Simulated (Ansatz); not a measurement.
Reactions of H5InO2SSi, SMILES `[OH][In]([SH])[O][SiH3]`.

Isolated molecules relaxed with PBE0-D4/def2-TZVP in Ansatz; ΔE leaves out vibrations. CCSD(T)/CBS adds triple-zeta CCSD(T) − MP2 to the extrapolated MP2 energy (def2 sets, frozen cores). This one scheme is used for every species. Functionals use def2-TZVPP. No spin–orbit coupling; open shells (•) take unrestricted orbitals. Elements past krypton have def2 core potentials. For In outer-core shells are correlated without core-valence functions, which leaves a few kJ/mol of doubt a bond. One conformer a species, not always the lowest.

```
                                                                            reaction  CCSD(T)/CBS(def2) (kcal/mol)
`[OH][In]([SH])[O][SiH3]` + `CNB[SiH3]` → `CN([SiH3])B[SiH3]` + `[OH][In]([OH])[SH]`                          18.4
       `[OH][In]([SH])[O][SiH3]` + `CC(C)N` → `[NH2][In]([OH])[SH]` + `CC(C)O[SiH3]`                             ?
        `[OH][In]([SH])[O][SiH3]` + `O[SiH3]` → `[SiH3][O][In]([SH])[O][SiH3]` + H₂O                          -4.8
                        `[OH][In]([SH])[O][SiH3]` + H₂ → `[OH][InH][SH]` + `O[SiH3]`                           6.7
        `[OH][In]([SH])[O][SiH3]` + `CC(N)O` → `CC(O)N[SiH3]` + `[OH][In]([OH])[SH]`                          14.8
                          `[OH][In]([SH])[O][SiH3]` → `[SiH3][O][In][SH]`• + `[OH]`•                             ?
              `[OH][In]([SH])[O][SiH3]` + `CNC` → `C[N](C)[In]([OH])[O][SiH3]` + H₂S                          19.8
```

Q: Fill in the missing values. (Best estimate.)

A: Computed: `[OH][In]([SH])[O][SiH3]` + `CC(C)N` → `[NH2][In]([OH])[SH]` + `CC(C)O[SiH3]`: +10.8 kcal/mol; `[OH][In]([SH])[O][SiH3]` → `[SiH3][O][In][SH]`• + `[OH]`•: +90.5 kcal/mol.

Largest T1 diagnostic: 0.019, for `[SiH3][O][In][SH]`•.
